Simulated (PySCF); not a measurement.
**Mayer bond orders and bond lengths**

C₇H₁₄PS (charge +1).
Atom-mapped SMILES: `[CH2:1]=[CH:2][P@@H+:3]([CH2:4][S:5][CH3:6])[CH:7]1[CH2:8][CH2:9]1` (hydrogens: H10, H11 on C1; H12 on C2; H13 on P3; H14, H15 on C4; H16, H17, H18 on C6; H19 on C7; H20, H21 on C8; H22, H23 on C9)

Geometry (GFN2-xTB, Å), atoms numbered from 1 in this order:
```
atom  x, y, z in Å
C1    -1.2265    3.0387   -1.0225
C2    -0.7325    2.3058   -0.0337
P3    -0.3262    0.5710   -0.2265
C4     1.4530    0.3047    0.0096
S5     1.8066   -1.4310   -0.5022
C6     3.5624   -1.4918   -0.0714
C7    -1.2825   -0.4797    0.8653
C8    -1.5938   -1.8811    0.4004
C9    -2.6728   -0.8567    0.4147
H10   -1.4034    2.6337   -2.0069
H11   -1.4723    4.0788   -0.8820
H12   -0.5587    2.7122    0.9564
H13   -0.6153    0.2012   -1.5230
H14    2.0248    1.0064   -0.6055
H15    1.7096    0.4421    1.0653
H16    3.8939   -2.5005   -0.2978
H17    4.1135   -0.7776   -0.6761
H18    3.6872   -1.2926    0.9888
H19   -1.1018   -0.3022    1.9204
H20   -1.6022   -2.6573    1.1493
H21   -1.1988   -2.2067   -0.5514
H22   -3.4407   -0.9192    1.1698
H23   -3.0286   -0.4713   -0.5310
```

Bond orders from the PBE0/pcSseg-1 density (PySCF). Geometry: GFN2-xTB, one conformer, isolated ion.

Q: How far do the computed orders between heavy atoms stray from the drawn ones?

A: The largest departure is 0.092, at C7–C8 (drawn single, 0.908) and C9–C7 (drawn single, 0.910).

Q: Set the Mayer orders of the bonds between heavy atoms beside their lengths.

A: 
| bond | drawn as | length (Å) | Mayer order |
| --- | --- | --- | --- |
| C1–C2 | double | 1.326 | 1.920 |
| C2–P3 | single | 1.792 | 1.016 |
| P3–C4 | single | 1.814 | 1.003 |
| C4–S5 | single | 1.844 | 0.978 |
| S5–C6 | single | 1.809 | 0.984 |
| P3–C7 | single | 1.792 | 0.995 |
| C7–C8 | single | 1.509 | 0.908 |
| C8–C9 | single | 1.488 | 0.968 |
| C9–C7 | single | 1.509 | 0.910 |

Bonds between the same two heavy elements. C–C: lowest C7–C8 and C9–C7 (0.908, 1.509 Å), highest C1–C2 (1.920, 1.326 Å). C–P: lowest P3–C7 (0.995, 1.792 Å), highest C2–P3 (1.016, 1.792 Å). C–S: all 2 within 0.02 of one another (0.978 to 0.984). Bonds named together lie within 0.004.

Q: And the bonds to hydrogen?

A: C–H: 0.89 to 0.95 (13 bonds); H–P: 0.93 (1 bond).

Q: Sum the orders of all bonds at each heavy atom with more than one neighbour and set the sums beside the valence in the SMILES.

A: C1 3.809 (drawn 4), C2 3.852 (drawn 4), P3 3.946 (drawn 4), C4 3.773 (drawn 4), S5 1.962 (drawn 2), C6 3.821 (drawn 4), C7 3.728 (drawn 4), C8 3.765 (drawn 4), C9 3.769 (drawn 4). Orders between atoms that aren't bonded are not in these sums.

For a closed shell the Mayer order of atoms A and B is Σ (PS)μν (PS)νμ over the basis functions μ on A and ν on B, with P the density and S the overlap matrix.
